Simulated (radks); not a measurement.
Values are calculated unless marked as measured or tabulated.
Cr2+, 22 electrons, occupied as [Ar] 3d4. Level of theory: non-relativistic Kohn-Sham, SCAN, spin-polarised, spherical densities, point nucleus; open shells are filled with parallel spins first; meta-GGA in the generalised Kohn-Sham scheme (a radial shooting solver on a logarithmic mesh with Libxc functionals). Some entries of the table are withheld. Estimate them.

orbital  occ.  eigenvalue (eV)  <1/r> (bohr^-1)  r(max) (bohr)
1s down     1        -5876.751            23.52        0.04225
1s up       1        -5876.724            23.52        0.04225
2s up       1        -688.0705            4.992         0.2458
2s down     1        -685.8427            5.003         0.2456
2p up       3        -586.2751              (1)         0.1990
2p down     3        -584.6364              (2)         0.1987
3s up       1              (3)            1.553         0.7832
3s down     1              (4)            1.543         0.7835
3p up       3         -69.5231            1.430         0.8001
3p down     3         -64.1708            1.419         0.8016
3d up       4         -24.4411            1.100         0.8174

Answer. 
(1) 2p up <1/r> (bohr^-1): 4.922
(2) 2p down <1/r> (bohr^-1): 4.933
(3) 3s up eigenvalue (eV): -98.3747
(4) 3s down eigenvalue (eV): -92.9532
